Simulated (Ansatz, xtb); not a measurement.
**Isomers of C3H11BO in order of energy**

7 gas-phase structures of C3H11BO, from a drawn sample of its isomers (lower ones may exist). Each was relaxed with GFN2-xTB; where two conformers were screened, the lower at r2SCAN-D4/def2-SVP is listed:

A. `[BH3-][OH+]CCC`, a singlet
B. `CCC[BH2-][OH2+]`, a singlet
C. a singlet given by its coordinates
D. a singlet given by its coordinates
E. `[BH3-][O+](C)CC`, a singlet
F. `[BH3-][OH+]C(C)C`, a singlet
G. `CC(C)[BH2-][OH2+]`, a singlet

D (Å):

```xyz
16

C    -1.6643    1.2801   -0.3861
C    -0.3579   -0.3473    1.9759
C    -2.6399   -1.7972    1.7856
B    -1.4865   -0.9806    1.0011
O    -2.3762    0.3340    0.3924
H    -2.3446    2.0666   -0.7203
H    -1.2733    0.7451   -1.2492
H    -0.8316    1.7194    0.1655
H    -2.6853    0.7388    1.2128
H    -1.0715   -1.5058    0.0214
H     0.1247   -1.1413    2.5405
H    -0.7726    0.3448    2.7129
H     0.4378    0.1773    1.4467
H    -3.4962   -2.0119    1.1484
H    -3.0121   -1.2695    2.6647
H    -2.2614   -2.7545    2.1347
```

Close contacts (Å): C1–O5 1.42, C2–B4 1.62, C3–B4 1.62, B4–O5 1.70, C1–H6 1.09, C1–H7 1.09, C1–H8 1.09, C2–H11 1.09, C2–H12 1.09, C2–H13 1.09, C3–H14 1.09, C3–H15 1.09, C3–H16 1.09, B4–H10 1.19, O5–H9 0.97.

C (Å):

```xyz
16

C    -0.9493   -0.1976   -3.2843
C    -0.9233   -1.1820   -2.1200
C     0.4793   -1.3654   -1.5390
B     0.5006   -2.3929   -0.2890
O     2.1510   -2.4377    0.1563
H    -1.9579   -0.0897   -3.6790
H    -0.3017   -0.5403   -4.0899
H    -0.6014    0.7820   -2.9615
H    -1.5905   -0.8296   -1.3311
H    -1.3001   -2.1511   -2.4550
H     0.8534   -0.3822   -1.2406
H     1.1325   -1.7114   -2.3508
H    -0.0311   -2.0099    0.6957
H     0.2550   -3.5246   -0.5766
H     2.5796   -2.5750   -0.6960
H     2.2269   -3.2328    0.6929
```

Close contacts (Å): C1–C2 1.52, C2–C3 1.53, C3–B4 1.62, B4–O5 1.71, C1–H6 1.09, C1–H7 1.09, C1–H8 1.09, C2–H9 1.09, C2–H10 1.09, C3–H11 1.09, C3–H12 1.10, B4–H13 1.18, B4–H14 1.19, O5–H15 0.96, O5–H16 0.96.

Task: Estimate their order in r2SCAN-D4/def2-SVP energy at these geometries, lowest first.

Result: Calculated order at r2SCAN-D4/def2-SVP: D (0.0), B (1.7), C (2.2), G (2.3), F (8.9), A (12.7), E (20.5) kcal/mol. Less than 1 kcal/mol parts B and C; C and G, so the order within those pairs means little.

Energies above the lowest of each column, in kcal/mol; the last columns are at PBE0-D4/def2-SVP geometries and were run for some of them only (a dash: not run or not comparable):

| structure | GFN2-xTB | HF/STO-3G | r2SCAN-D4/def2-SVP | PBE0-D4/def2-SVP | CCSD(T)/def2-SVP + ΔMP2/def2-TZVPP |
| --- | --- | --- | --- | --- | --- |
| D | 14.1 | 0.0 | 0.0 | 0.0 | 0.0 |
| B | 6.6 | 9.4 | 1.7 | 0.3 | 0.3 |
| C | 8.7 | 9.8 | 2.2 | 1.2 | 0.8 |
| G | 8.4 | 11.6 | 2.3 | 1.0 | 0.3 |
| F | 0.0 | 6.0 | 8.9 | – | – |
| A | 2.3 | 8.1 | 12.7 | – | – |
| E | 4.9 | 8.5 | 20.5 | – | – |

CCSD(T)/def2-SVP + ΔMP2/def2-TZVPP puts D lowest of those it was run on, with B and C and G within 1 kcal/mol; GFN2-xTB picks F. CCSD(T)/def2-SVP + ΔMP2/def2-TZVPP orders those it was run on as D (0.0), G (0.3), B (0.3), C (0.8) kcal/mol. Less than 1 kcal/mol parts D and G; G and B; B and C, so the order within those pairs means little. Flexible structures stand in one conformer each, not always the lowest. Frequencies (GFN2-xTB) were run for B, C, D, G alone. ΔMP2 is the change of the MP2 energy from the smaller to the larger basis.

Over these structures GFN2-xTB departs from r2SCAN-D4/def2-SVP by 9.6 kcal/mol on average once a common shift is removed. A GFN2-xTB relaxation took about 0.083 s and the r2SCAN-D4/def2-SVP energy about 2.7 s on a shared host (Ansatz 0.2.0, xtb 6.7.1).
